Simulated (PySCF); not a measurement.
# From computed data to an observable: oscillator strength and radiative lifetime

C2H4BClO, SMILES C=CB(O)Cl.

Geometry optimised at ωB97X-D3(BJ)/def2-SVP. The values are those of a single conformer.

TDA-PBE/def2-SVPD (PySCF) puts the first singlet state with f over 0.02 at 5.98 eV (vertical), with the transition dipole (-0.223, 0.793, 0.000) in atomic units.

### Question
Find the oscillator strength, the wavelength and the radiative lifetime that this transition would have in vacuum if emission retraced absorption.

### Answer

|μ|² = 0.6786 au, so |μ| = 2.09 D. ΔE = 5.98/27.211 = 0.2198 hartree. f = (2/3) ΔE |μ|² = 0.099 (the program prints 0.099).
λ = 1239.84/5.98 = 207 nm; ν = 48232 cm⁻¹.
Einstein's coefficient A = 0.6670 ν² f s⁻¹ (ν in cm⁻¹) = 1.5e8 s⁻¹, so τ = 1/A = 6.5 ns. This state is S2; the lower singlet has f = 0.000. The figure is the radiative limit of this one transition; relaxation, internal conversion, crossing to triplets and a medium change what is measured.
